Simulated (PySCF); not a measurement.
MoH3, SMILES [MoH3] (connectivity only; charge and spin as stated), neutral, multiplicity 4.

Coordinates come from a B3LYP-D3(BJ)/def2-TZVPD optimisation. The geometry has at least one imaginary mode, so it is a saddle point at that level. The multiplicity is an assumed one; other spin states were not compared. The def2 effective core potentials stand for the cores of Mo; spin–orbit coupling is left out.

All values below come from PySCF with TDA-LC-ωPBE/def2-TZVPD.

Vertical excitations; the highest root listed may be one member of a degenerate set. Isolated molecule, no solvent.

Computed lowest excited states:
```tsv
state	energy (eV)	λ (nm)	f	main pairs
root 1	1.72	721	0.006	α HOMO→LUMO (degenerate set)
root 2	1.72	721	0.006	α HOMO→LUMO+1 (degenerate set)
root 3	1.89	655	0.007	α HOMO−1→LUMO+1 46 %, α HOMO−2→LUMO 46 %
root 4	1.97	629	0.000	α HOMO−1→LUMO 47 %, α HOMO−2→LUMO+1 47 %
root 5	2.12	585	0.000	α HOMO−2→LUMO, α HOMO−1→LUMO+1 (degenerate set)
root 6	2.12	585	0.000	α HOMO−2→LUMO+1, α HOMO−1→LUMO (degenerate set)
root 7	4.34	286	0.147	α HOMO→LUMO+2 82 %
root 8	4.39	283	0.000	α HOMO−4→LUMO+1 43 %, α HOMO−3→LUMO 43 %
root 9	4.45	279	0.004	α HOMO−3→LUMO, α HOMO−4→LUMO+1, β HOMO→LUMO+1, β HOMO−1→LUMO (degenerate set)
root 10	4.45	279	0.004	α HOMO−4→LUMO, α HOMO−3→LUMO+1, β HOMO−1→LUMO+1, β HOMO→LUMO (degenerate set)
```
Unrestricted roots are not spin-pure.
